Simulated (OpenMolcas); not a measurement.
**How methods differ on GaNH3 (SMILES [NH2][GaH])**

The species is GaNH3 (5 atoms), meant as a doublet with charge 0. SMILES: `[NH2][GaH]`. The coordinates come from a PBE0-D4/def2-TZVP relaxation. This is one conformer, not always the lowest.

Each level gives the electronic atomisation energy (eV). The values are calculated. Electronic energies at fixed atoms, without zero-point motion or spin-orbit coupling.

```
             level             kind     program  value (eV)  CPU time (all runs)
     UHF/def2-TZVP     Hartree–Fock  OpenMolcas        8.85                 29 s
  USVWN5/def2-TZVP              LDA  OpenMolcas       15.44                 51 s
U-revPBE/def2-TZVP              GGA  OpenMolcas       13.01                 73 s
    UPBE/def2-TZVP              GGA  OpenMolcas       13.50                 77 s
U-r2SCAN/def2-TZVP         meta-GGA  OpenMolcas       13.39                 95 s
  UM06-L/def2-TZVP         meta-GGA  OpenMolcas       12.95                 88 s
  UBHLYP/def2-TZVP    global hybrid  OpenMolcas       12.84                 77 s
 UM06-2X/def2-TZVP  hybrid meta-GGA  OpenMolcas       13.33                 95 s
```

All-electron rows without a relativistic Hamiltonian named are non-relativistic. The values span 8.85 to 15.44 eV. Times are those of the runs behind each value, whatever else they computed, on shared processors of several kinds: orders of magnitude only.
